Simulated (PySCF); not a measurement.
**Telling isomers of C₅H₈ClF₃Si apart by NMR**

Method: geometry from GFN2-xTB, shielding tensors at PBE0/pcSseg-1 (GIAO), in PySCF 2.14 (gas phase, averaged over atoms made equivalent by symmetry, fast rotation or ring inversion, one computed conformer, non-relativistic Hamiltonian).

δ = σ(ref) − σ, references computed at the same level: ¹H and ¹³C vs TMS. Splittings of carbon signals by F and P are missing where no couplings were computed. Where no couplings were computed, multiplicities follow the n + 1 count of equivalent neighbours, and m marks all less simple cases (inequivalent or close neighbours, rings, F or P nearby). Shifts are as computed. Against solution values, carbons near 30 ppm lie about +3 ppm off and those near 130 ppm about +5 ppm; carbons on Cl a further +6 ppm. Of 1309 compounds with measured shifts, 239 miss one by over three times the rms of a fit or turn the order of signals round; such compounds aren't used in these exercises. Carbons bonded to Cl come out too deshielded.

(1) Tabulate the signals of `FC(F)(F)[C@@H](Cl)[C@@H]1CC[SiH2]1`, `C/C=C(\Cl)C[SiH2]C(F)(F)F` and their relative energies.

(2) What is the quickest way to tell FC(F)(F)[C@@H](Cl)[C@@H]1CC[SiH2]1 from C/C=C(\Cl)C[SiH2]C(F)(F)F?

Answers

(1) 
```json
{"SMILES": "FC(F)(F)[C@@H](Cl)[C@@H]1CC[SiH2]1", "carbon types": "1×C 2×CH 2×CH2", "δC": "134.4, 71.6, 30.9, 27.8, 7.3", "δH": "4.80 (m, 1H), 4.68 (m, 1H), 4.24 (m, 1H), 2.71 (m, 1H), 2.39 (m, 1H), 2.03 (m, 1H), 1.57 (m, 1H), 1.34 (m, 1H)", "E rel. (kcal/mol)": "0.0"}
{"SMILES": "C/C=C(\\Cl)C[SiH2]C(F)(F)F", "carbon types": "2×C 1×CH 1×CH2 1×CH3", "δC": "141.2, 138.7, 128.9, 27.5, 18.0", "δH": "5.90 (q, 1H), 4.57 (m, 2H), 2.52 (t, 2H), 1.98 (d, 3H)", "E rel. (kcal/mol)": "5.2"}
```

Energies are electronic energies at PBE0/pcSseg-1 on these geometries, without zero-point or thermal terms, each for the one conformer computed, which needn't be the lowest.

(2) Both give the same number of carbon signals, but DEPT or the intensities differ. The first has an sp3 CH bonded to Si at 30.9 ppm, the second an allylic methyl carbon (CH3) at 18.0 ppm. Their most deshielded carbons lie at 134.4 and 141.2 ppm. In the proton spectra the most deshielded non-exchanging signals are 4.80 (m, 1H) and 5.90 (q, 1H).
